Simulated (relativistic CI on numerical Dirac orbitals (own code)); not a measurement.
One change at a time: Br²¹⁺

Base calculation: Dirac-Coulomb-Breit CI, separate exchange-only KLI orbitals for each configuration, model QED (radiative potential, 1s self-energy scaled to tabulated hydrogen-like ionisation energies), unscaled Slater integrals.

CI space (outside the closed core [Ne]): 3s2 3p2, 3s 3p3, 3s2 3p 3d, 3p4, 3s 3p2 3d, 3p3 3d, 3s 3p 3d2, 3s2 3d 4p, 3p3 4s, 3s2 3p 4s, 3s 3p 3d 4s, 3p3 4p, 3s2 3p 4p, 3s2 3p 4d, 3s 3p2 4s, 3p2 3d 4p, 3s2 3p 4f, 3s 3p2 4p, 3s 3p2 4d, 3s 3p2 4f, 3s2 3p 5s, 3s2 3p 5p, 3s2 4s 4p, 3s2 3p 5d, 3s2 3p 5f, 3s2 3p 5g, 3s 3p 4s2, 3s 3p2 5s, 3s2 3d2, 3s 3d3, 3p2 3d2, 3p 3d3, 3p 3d2 4s, 3p 3d2 4p, 3p 3d2 4d, 3s2 3d 4s, 3s 3d2 4s, 3s 3p 3d 4p, 3s 3d2 4p, 3s 3d 4s 4p, 3s 3d 4p2, 3s 3d 4p 4d, 3p2 3d 4s, 3p 3d 4s2, 3p 3d 4s 4p, 3p 3d 4s 4d, 3s2 4s2, 3s 3d 4s2, 3s2 4p2, 3s 3p 4s 4p, 3s 4s2 4p, 3s 4s 4p2, 3s 4s 4p 4d. Double excitations out of closed p, d and f shells are left out; levels of such configurations are missing from the list, as are those of other unlisted configurations, and high levels can miss mixing partners. These lack a partner that the ground configuration has and come out too high: 3s 3p2 4d, 3s 3p2 4f, 3s 3p2 5s, 3s2 3p 4f, 3s2 3p 5s.

Variants: (1) valence Slater integrals scaled by 0.9; (2) configuration mixing switched off; (3) one mean potential for all configurations. Shifts of the energy above 3s2 3p2 3P_0, in cm⁻¹, for the lowest level and the first level of each name with at least 55 % of one term (blank where a level changes its place among those of its configuration and J or its character, or is not in the variant):

```tsv
Level	Base	Δ(1)	Δ(2)	Δ(3)
3s2 3p2 3P_0	0	0	0	0
3s2 3p2 3P_1	57352	+1609	-495	+15
3s2 3p2 3P_2	82419	-137	+734	+18
3s2 3p2 1D_2	162979	-1011	+2812	+31
3s2 3p2 1S_0	232374	-7378	+11207	+19
3s 3p3 5S°_2	431482	+14061	-24662	+265
3s 3p3 3D°_1	539360	+5036	+22712	+240
3s 3p3 3D°_2	545189	+6282	+19879	+237
3s 3p3 3D°_3	567856	+6772	+22256	+235
3s 3p3 3P°_0	629533	+651	+12930	+256
3s 3p3 3P°_1	636956	+1245	+16590	+250
3s2 3p 3d 3F°_2	746218	+2188	-26144	-35
3s 3p3 3S°_1	749018	-13535	+16804	+319
3s2 3p 3d 3F°_3	772003	+2785	-10940	-76
3s2 3p 3d 3F°_4	824437	+3751	-8108	-77
3s2 3p 3d 3P°_0	898669	-6309	-26108	-21
3s2 3p 3d 3D°_3	904997	-7580	-32917	-42
3s2 3p 3d 3P°_1	908325	-7454	-34198	-3
3s2 3p 3d 1F°_3	981364	-13070	-420	-89
3s2 3p 3d 1P°_1	1011688	-17331	-33428	-71
3s 3p2 3d 5F_1	1099738	+12282	-33261	+246
3s 3p2 3d 5F_2	1111123	+12155	-34713	+246
```

At this charge energies of transitions that change n are usually good to better than 1 %, and those within a shell (Δn = 0) to a few per cent.

Ionisation energy from the two ground configurations alone: base 918.208 eV. The NIST ASD value (semi-empirical) is 920.8 eV.

LS names give the leading component of a level, which can be under half, so a name can repeat, a term be missing and a line seem to break the LS rules.
